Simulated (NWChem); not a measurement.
System: BeNH2F; SMILES [NH2][Be][F]

Input file for NWChem:

```
start job
memory heap 200 mb stack 900 mb global 1100 mb
geometry units angstroms noautoz
  Be     0.000000     0.000000    -0.090862
  F      0.000000     0.000000    -1.476898
  N      0.000000     0.000000     1.412757
  H      0.000000    -0.824445     1.988716
  H      0.000000     0.824445     1.988716
end
basis spherical
  Be library sto-3g
  F library sto-3g
  N library sto-3g
  H library sto-3g
end
dft
  xc hfexch
  iterations 150
  mulliken
end
task dft energy
```

Parts of the log:

```
             Northwest Computational Chemistry Package (NWChem) 7.3.0
             --------------------------------------------------------

 C2V symmetry detected

                             Geometry "geometry" -> ""
                             -------------------------

 Output coordinates in angstroms (scale by  1.889725989 to convert to a.u.)

  No.       Tag          Charge          X              Y              Z
 ---- ---------------- ---------- -------------- -------------- --------------
    1 Be                   4.0000     0.00000000     0.00000000    -0.10046205
    2 F                    9.0000     0.00000000     0.00000000    -1.48649805
    3 N                    7.0000     0.00000000     0.00000000     1.40315695
    4 H                    1.0000     0.00000000    -0.82444500     1.97911595
    5 H                    1.0000     0.00000000     0.82444500     1.97911595

 Effective nuclear repulsion energy (a.u.)      47.3894667750

      Symmetry information
      --------------------

 Group name             C2v
 Group number             16
 Group order               4
 No. of unique centers     4

  xc_inp: hfexch multiplicative factor not found.

                                 NWChem DFT Module
                                 -----------------

 Summary of "ao basis" -> "ao basis" (spherical)
 ------------------------------------------------------------------------------
       Tag                 Description            Shells   Functions and Types
 ---------------- ------------------------------  ------  ---------------------
 Be                          sto-3g                  3        5   2s1p
 F                           sto-3g                  3        5   2s1p
 N                           sto-3g                  3        5   2s1p
 H                           sto-3g                  1        1   1s

      Symmetry analysis of basis
      --------------------------

        a1         10
        a2          0
        b1          3
        b2          4

            General Information
            -------------------
          SCF calculation type: DFT
          Wavefunction type:  closed shell.
          No. of atoms     :     5
          No. of electrons :    22
           Alpha electrons :    11
            Beta electrons :    11
          Charge           :     0
          Spin multiplicity:     1
          Use of symmetry is: on ; symmetry adaption is: on
          Maximum number of iterations: 150
          AO basis - number of functions:    17
                     number of shells:    11
          Convergence on energy requested:  1.00D-06
          Convergence on density requested:  1.00D-05
          Convergence on gradient requested:  5.00D-04

              XC Information
              --------------
                     Hartree-Fock (Exact) Exchange  1.000

      Superposition of Atomic Density Guess
      -------------------------------------

 Sum of atomic energies:        -166.90269925

      Non-variational initial energy
      ------------------------------

 Total energy =    -167.219046
 1-e energy   =    -326.256274
 2-e energy   =     111.647761
 HOMO         =      -0.178814
 LUMO         =       0.180912

      Symmetry analysis of molecular orbitals - initial
      -------------------------------------------------

  Numbering of irreducible representations:

     1 a1          2 a2          3 b1          4 b2

  Orbital symmetries:

     1 a1          2 a1          3 a1          4 a1          5 a1
     6 a1          7 b2          8 b1          9 a1         10 b2
    11 b1         12 a1         13 b2         14 b1         15 a1
    16 b2         17 a1

     ---------------------------------------------
      Total Density - Mulliken Population Analysis
     ---------------------------------------------

    Atom       Charge   Shell Charges
 -----------   ------   -------------------------------------------------------
    1 Be   4     3.31   1.99  0.61  0.70
    2 F    9     9.48   2.00  1.92  5.56
    3 N    7     7.78   2.00  1.56  4.22
    4 H    1     0.72   0.72
    5 H    1     0.72   0.72

   convergence    iter        energy       DeltaE   RMS-Dens  Diis-err
 ---------------- ----- ----------------- --------- --------- ---------
 d= 0,ls=0.0,diis     1   -167.4153564591 -2.15D+02  4.01D-02  2.73D-01
 d= 0,ls=0.0,diis     2   -167.4713652399 -5.60D-02  9.67D-03  2.33D-02
 d= 0,ls=0.0,diis     3   -167.4758788374 -4.51D-03  3.23D-03  1.03D-03
 d= 0,ls=0.0,diis     4   -167.4762346515 -3.56D-04  7.31D-04  6.19D-05
 d= 0,ls=0.0,diis     5   -167.4762563627 -2.17D-05  3.81D-04  9.38D-06
  Resetting Diis
 d= 0,ls=0.0,diis     6   -167.4762599097 -3.55D-06  5.56D-05  1.70D-07
 d= 0,ls=0.0,diis     7   -167.4762600025 -9.29D-08  7.67D-06  1.07D-08

         Total DFT energy =     -167.476260002548
      One electron energy =     -327.858653723464
           Coulomb energy =      133.482073471435
    Exchange-Corr. energy =      -20.489146525492
 Nuclear repulsion energy =       47.389466774974

 Numeric. integr. density =        0.000000000000

                  Occupations of the irreducible representations
                  ----------------------------------------------

                     irrep           alpha         beta
                     --------     --------     --------
                     a1                7.0          7.0
                     a2                0.0          0.0
                     b1                2.0          2.0
                     b2                2.0          2.0

                       DFT Final Molecular Orbital Analysis
                       ------------------------------------

[...]
```

Level: Hartree-Fock/STO-3G. All runs use the structure optimised with PBE0-D3(BJ)/def2-TZVP.
